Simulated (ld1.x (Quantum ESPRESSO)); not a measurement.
## tin: one change to a TM potential, before and after

ld1.x (Quantum ESPRESSO) 7.5 input, shortened:

```
&input
   title='Sn', zed=50., rel=1, dft='PZ', iswitch=3,
   config='[Kr] 4d10 5s1.75 5p2.25'
 /
 &inputp
   pseudotype=2, tm=.true., lloc=0,
   nlcc=.false.
 /
2
5P  2  1   2.25   0.00  2.00  2.00  0.0
5S  1  0   1.75   0.00  1.60  1.60  0.0
 &test
   configts(1)='5s1.75 5p2.25'
 /
```

All-electron outer shells of the reference configuration (LDA (PZ), scalar-relativistic, ld1.x):

```json
{"shell": "4p", "level (eV)": "-89.95", "outermost node (bohr)": "0.41", "outermost maximum (bohr)": "0.79"}
{"shell": "4d", "level (eV)": "-26.27", "outermost node (bohr)": "0.39", "outermost maximum (bohr)": "0.88"}
{"shell": "5s", "level (eV)": "-11.04", "outermost node (bohr)": "0.98", "outermost maximum (bohr)": "1.99"}
{"shell": "5p", "level (eV)": "-4.03", "outermost node (bohr)": "1.09", "outermost maximum (bohr)": "2.52"}
```

Change: wave 5p (bound): rc 2.00 bohr becomes 5p (bound): rc 2.50 bohr.

Cutoffs: the cutoffs (Ry, on a coarse ladder) from which the occupation-weighted sum of valence levels, in a spherical-Bessel basis at the reference potential, stays within 10 and 1 mRy of its value at 400 Ry; they do not see the model core or the augmentation charge, which bear on the density cutoff. Errors are all-electron minus pseudo energies relative to the spin-unpolarised reference configuration.

Question: Predict the effect on cutoff, ghosts and configuration errors.

Answer: The potential gets neither clearly harder nor softer (35 Ry and 90 Ry → 35 Ry and 90 Ry); the s channel sets the loose cutoff, while the largest relative change is in p, which becomes harder; the errors of the 9 common tests hardly move; neither file shows a bound ghost.

| quantity | base | changed |
| --- | --- | --- |
| cutoff, loose | 35 Ry | 35 Ry |
| cutoff, tight | 90 Ry | 90 Ry |
| loose cutoff by channel (10 mRy a level) | p 6 Ry, s 30 Ry | p 8 Ry, s 30 Ry |
| bound ghosts | none | none |
| error for 5s2 5p2, meV [ΔE -1.74 eV] | +0.8 | +0.8 |
| error for 5s2 5p1, meV [ΔE 5.35 eV] | +7.6 | +7.7 |
| error for 5s2 5p0, meV [ΔE 19.62 eV] | +58 | +60 |
| error for 5s1 5p2, meV [ΔE 13.09 eV] | +15 | +15 |
| error for 5s1 5p3, meV [ΔE 5.33 eV] | +7.5 | +7.0 |
| error for 5s0 5p4, meV [ΔE 12.66 eV] | +53 | +52 |
| error for 5s1 5p0, meV [ΔE 51.07 eV] | +296 | +303 |
| error for 5s1.75 5p2.25 (spin-polarised), meV [ΔE -0.75 eV] | +162 | +164 |
| error for 5s2 5p2 (spin-polarised), meV [ΔE -2.22 eV] | +79 | +80 |
